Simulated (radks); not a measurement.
All-electron atom: W4+ in [Kr] 4d10 4f14 5s2 5p4 5d4 (not the ground configuration).

Method: Dirac Kohn-Sham, PBE, spin-unpolarised, spherical densities, finite nucleus; open shells fill j = l - 1/2 first; Fermi nuclear charge, rms radius 5.3658 fm; computed with a radial shooting solver on a logarithmic mesh with Libxc functionals.

Energy parts (Ry):
total: -32314.6029
kinetic: 36391.6043
electron-nucleus: -80457.9872
Hartree: 12398.6973
exchange-correlation: -646.9173

Orbitals (lengths in bohr, moments of r in powers of bohr):
1s1/2: occ. 2; eigenvalue (Ry) -5102.430; <r> 0.01835
2s1/2: occ. 2; eigenvalue (Ry) -883.0905; <r> 0.07695
2p1/2: occ. 2; eigenvalue (Ry) -844.8260; <r> 0.06365
2p3/2: occ. 4; eigenvalue (Ry) -745.3985; <r> 0.07161
3s1/2: occ. 2; eigenvalue (Ry) -206.1147; <r> 0.2006
3p1/2: occ. 2; eigenvalue (Ry) -189.0283; <r> 0.1905
3p3/2: occ. 4; eigenvalue (Ry) -167.5279; <r> 0.2053
3d3/2: occ. 4; eigenvalue (Ry) -138.6911; <r> 0.1797
3d5/2: occ. 6; eigenvalue (Ry) -134.0149; <r> 0.1842
4s1/2: occ. 2; eigenvalue (Ry) -45.35754; <r> 0.4495
4p1/2: occ. 2; eigenvalue (Ry) -38.26298; <r> 0.4546
4p3/2: occ. 4; eigenvalue (Ry) -33.28252; <r> 0.4878
4d3/2: occ. 4; eigenvalue (Ry) -21.61350; <r> 0.5046
4d5/2: occ. 6; eigenvalue (Ry) -20.69541; <r> 0.5160
5s1/2: occ. 2; eigenvalue (Ry) -9.24141; <r> 1.053
5p1/2: occ. 2; eigenvalue (Ry) -7.09037; <r> 1.147
5p3/2: occ. 2; eigenvalue (Ry) -6.31760; <r> 1.237
4f5/2: occ. 6; eigenvalue (Ry) -6.08350; <r> 0.5964
4f7/2: occ. 8; eigenvalue (Ry) -5.91748; <r> 0.6052
5d3/2: occ. 4; eigenvalue (Ry) -3.41304; <r> 1.601
5d5/2: occ. 0; eigenvalue (Ry) -3.32725; <r> 1.638
6s1/2: occ. 0; eigenvalue (Ry) -2.88420; <r> 2.418
6p1/2: occ. 0; eigenvalue (Ry) -2.32855; <r> 2.732
6p3/2: occ. 0; eigenvalue (Ry) -2.18596; <r> 2.892

The highest occupied level is 5d3/2 at -46.437 eV. The density falls to 0.001 e/bohr^3 at r = 3.26 bohr.
